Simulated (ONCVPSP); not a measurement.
# Which change was made? (Zn, ONCV)

zinc, optimised norm-conserving Vanderbilt (ONCV), made with ONCVPSP 4.0.1 (LDA (Perdew-Wang 92), fully relativistic). Core [Ne] 3s2, reference 3p6 3d10 4s2. Waves: 4s: rc 1.80 bohr, ncon 4, nbas 8, qcut 3.5 1/bohr, 3 projectors, debl 3 Ha; 3p: rc 0.70 bohr, ncon 4, nbas 8, qcut 12.4 1/bohr, 2 projectors, debl 1.6 Ha; 3d: rc 1.10 bohr, ncon 4, nbas 9, qcut 13.8 1/bohr, 1 projector; f scattering state at 0.17 Ha: rc 1.90 bohr, ncon 4, nbas 7, qcut 5.8 1/bohr, 2 projectors, debl 3.8 Ha. Local part: polynomial inside 0.55 bohr (lpopt 5, dvloc0 0 Ha). Core correction: Teter function, fcfact 5.25, rcfact 1.45.

Open shells are filled in proportion to 2j + 1.

In the p channel the program set the typed energies aside and used -3.022, 0.250 Ha (j = l + 1/2; the other j can differ).

Cutoffs, loose and tight: the cutoffs (Ha) at which the residual kinetic energy of the hardest occupied pseudo-wave falls to 1 and 0.1 mHa per electron. They do not see the model core or the augmentation charge, which bear on the density cutoff. Test errors are all-electron minus pseudo excitation energies from the reference, over the configurations 3p6 3d10 4s1; 3p6 3d10 4s0; 3p6 3d9 4s0; 3p5 3d10 4s2; variants that change the core or the reference have their own tests.

The base gives: outcome: generated, projector energies reset by the program; cutoff, loose: 79 Ha; cutoff, tight: 366 Ha; bound ghosts: s, f7/2, f5/2; GHOST(+) flags above zero: s; largest test error (meV): -114.

Q: After one change the result is: outcome: generated, projector energies reset by the program; cutoff, loose: 247 Ha; cutoff, tight: 366 Ha; bound ghosts: s, f7/2, f5/2; GHOST(+) flags above zero: s; largest test error (meV): -310. Which change was it?
A. p: debl 3.5
B. d: qcut 9.2
C. p: nproj 3

A: B. The others give: p: debl 3.5 → outcome: generated; cutoff, loose: 79 Ha; cutoff, tight: 366 Ha; bound ghosts: s, f7/2, f5/2; GHOST(+) flags above zero: s; largest test error (meV): -114 | p: nproj 3 → outcome: generated, projector energies reset by the program; cutoff, loose: 79 Ha; cutoff, tight: 366 Ha; bound ghosts: s, p3/2, f7/2, p1/2, f5/2; GHOST(+) flags above zero: s; largest test error (meV): -114.
